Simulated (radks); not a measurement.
The numbers below are computed, except where a source is named.
Q: Excited configurations of Sc IV: one electron is placed in a higher orbital outside [Ne] 3s2 3p5. The ground configuration is [Ar]. Level of theory: Dirac Kohn-Sham, LDA (Slater exchange, Perdew-Wang correlation), spin-unpolarised, spherical densities, point nucleus; open shells fill j = l - 1/2 first (a radial shooting solver on a logarithmic mesh with Libxc functionals). Excitation = E - E(ground); binding = E(ion) - E, where the ion is the core of charge +4; n* = 4/sqrt(2 binding) in atomic units, and the quantum defect is n - n*.

outer orbital  excitation (eV)  binding (eV)     n*  quantum defect  eigenvalue (eV)  <r> (bohr)
3d3/2                   31.975        41.749  2.283           0.717          -33.604       1.333
4s1/2                   41.588        32.136  2.603           1.397          -28.296       2.616
4d3/2                   54.740        18.984  3.386           0.614          -16.373       3.624
4f5/2                   59.712        14.012  3.942           0.058          -11.797       4.226
5s1/2                   56.899        16.825  3.597           1.403          -14.987       4.951
5f5/2                   64.472         9.253  4.851           0.149           -8.036       7.360
6p1/2                   64.370         9.354  4.824           1.176           -8.366       8.668
6d3/2                   66.033         7.691  5.320           0.680           -6.846       10.09
7s1/2                   66.653         7.072  5.548           1.452           -6.371       11.78
7d3/2                   68.210         5.514  6.283           0.717           -4.946       14.41
7f5/2                   68.923         4.801  6.733           0.267           -4.284       15.86

Estimate the row for 5d3/2.

A: excitation (eV) 62.249; binding (eV) 11.475; n* 4.356; quantum defect 0.644; eigenvalue (eV) -10.097; <r> (bohr) 6.498. The Delta-SCF ionisation energy is 73.724 eV (NIST Atomic Spectra Database: 73.489 eV, measured). Self-interaction in the functional shifts the binding energies and quantum defects, so they are the method's values and not measured ones. Spin polarisation and multiplet splitting are left out, so open shells lie too high by an amount that depends on their filling.

Beside tabulated values, note that spin-unpolarised runs miss the spin-polarisation part of the exchange energy of open shells.
